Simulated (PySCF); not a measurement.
# WH₄, triplet: structure and spectrum

Level of theory: PySCF, UPBE0, basis W def2-TZVP with ECP60, H def2-TZVP (scalar-relativistic core potentials, no spin–orbit coupling, density fitting).

The structure is a minimum.

```xyz
5
charge 0 multiplicity 3, angstrom
W     0.0000    0.0000    0.0000
H     0.9838    0.9838    0.9838
H     0.9838   -0.9838   -0.9838
H    -0.9838   -0.9838    0.9838
H    -0.9838    0.9838   -0.9838
```

* Point group: Td
* Bond lengths: W–H 1.704 Å (×4)
* Bond angles: H–W–H 109.5° (×6)
* Zero-point energy: 66.5 kJ/mol
* Rotational constants: 2.16, 2.16, 2.16 cm⁻¹
* Highest occupied level (α): -6.75 eV
* Atomisation energy without zero-point energy: 1165 kJ/mol
* Entropy at 298.15 K and 1 bar (electronic part: spin only): 245.4 J/(mol K)
* Principal polarisabilities: 47.1, 47.1, 47.1 bohr³
* Principal quadrupole moments (Buckingham, traceless) about the centre of mass: 0.00, 0.00, 0.00 D Å
* Heat capacity Cp at 298.15 K: 53.9 J/(mol K)
* Enthalpy at 298.15 K above 0 K: 11.85 kJ/mol
* Spin squared ⟨S²⟩: 2.021
* Dipole moment: 0.00 D
* Lowest empty level (α): -2.06 eV
* Rotational symmetry number: 12

Harmonic modes (masses in u: W 183.951, H 1.008):
```tsv
symmetry	ω (cm⁻¹)	IR (km/mol, summed over degenerate members)
t2	586	350
e	691	0.0
t2	1983	691
a1	2026	0.0
```

In Td the vibrations span 2t2 + e + a1. The a1, e modes carry no infrared intensity, as symmetry demands.

Charges (e):
```tsv
atom	Mulliken	Löwdin	polar tensor	spin (Mulliken)	Mayer order to W1
W1	0.46	0.34	1.13	2.35	–
H2,3,4,5	-0.11	-0.08	-0.28	-0.09	0.98
```

Mulliken populations on W1 (electrons outside its core potential): s 2.85, p 6.32, d 4.34, f 0.03.

Formally W is in oxidation state +4, d2, with 2 unpaired electrons (the high-spin count). The Mulliken spin on W is 2.35. The polar-tensor charge on W, 1.13, is far below the formal one.

Other isomers or separated fragments may lie lower. Open d and f shells are described by one determinant, and the ground state may have another occupation or spin. No spin–orbit coupling is included, which matters more the heavier the element.

The final relaxation and frequency run took 28 s on 2 threads of a shared Arm Neoverse N1 host, with 64 basis functions and 6 gradients; the process peaked at 0.92 GiB. Launch command: `OMP_NUM_THREADS=2 python axn.py task.json out`.
